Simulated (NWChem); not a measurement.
System: GeHOCl, singlet; SMILES [OH][Ge][Cl]

```xyz
4

Ge     0.4329     0.4951     0.0000
Cl    -0.1721    -1.6123     0.0000
O     -1.2145     1.1777     0.0000
H     -1.2122     2.1438     0.0000
```
Atoms are numbered in this order, from 1.

Results from NWChem. Medium grid unless said otherwise, to which SCAN and Minnesota functionals are sensitive. Low-valent species are run as closed-shell singlets; no triplet was tried in these runs. The geometry was optimised at PBE0/def2-SVP. Hybrids' shares of exact exchange are those that their runs print; pure functionals count as 0. The functionals differ in more than this share.

| row | share of exact exchange | highest occupied level (eV) |
|---|---|---|
| PBE/def2-SVP | 0.00 | -6.37 |
| LDA (Slater exchange, PW92)/def2-SVP | 0.00 | -6.51 |
| TPSSh/def2-SVP | 0.10 | -6.98 |
| B3LYP/def2-SVP | 0.20 | -7.35 |
| r2SCAN0/def2-SVP | 0.25 | -7.83 |
| M06-2X/def2-SVP | 0.54 | withheld |

**Question.** Fit a straight line of the last column on the one before it, predict the withheld value, and compare with the run.

**Answer.** 
1. Means of the 5 shown rows: x = 0.110, y = -7.008. Slope Σ(x − x̄)(y − ȳ)/Σ(x − x̄)² = -0.2711/0.05200 = -5.213; intercept -6.435.
2. The shown rows scatter about the line by 0.084 (root mean square); the largest residual is +0.13, at B3LYP/def2-SVP.
3. At x = 0.54 (M06-2X/def2-SVP; beyond the shown range) the line gives -9.25.
4. The run gives -8.70, +0.55 from the line, 6.6 times the scatter.
